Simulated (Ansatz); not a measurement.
Be₂Se₂. The state is a triplet with charge 0. Geometry PBE0-D4/def2-TZVP, that of the charge +1 doublet; atoms count from 1.

```xyz
4

Be    0.5798    0.6845    0.5528
Be   -0.5797   -0.6842   -0.5532
Se   -1.4770    0.8922    0.4443
Se    1.4769   -0.8925   -0.4438
```

At PBE0-D4/def2-TZVP a singlet of charge 0 lies 2.13 eV below the triplet at the same geometry. The structure comes from a short search, and lower isomers may exist.

(1) Estimate the Mulliken populations from the PBE0/def2-TZVP orbitals of Ansatz.

(2) Where does the spin sit?

(3) And the Mayer bond orders between bonded heavy atoms (over 0.3)?

## Answers

(1) 
```
atom  charge (e)  spin (α − β)
 Be1       -0.06          0.48
 Be2       -0.06          0.48
 Se3        0.06          0.52
 Se4        0.06          0.52
```
Mulliken values and Mayer orders depend strongly on the basis.

(2) Summed by element: Be 0.97, Se 1.03, of 2 unpaired in all. Largest on single atoms: Se3 0.52, Se4 0.52, Be2 0.48.

(3) Be1–Be2 0.50 (2.11 Å); Be1–Se3 1.08 (2.07 Å); Be1–Se4 1.08 (2.07 Å); Be2–Se3 1.08 (2.07 Å); Be2–Se4 1.08 (2.07 Å).
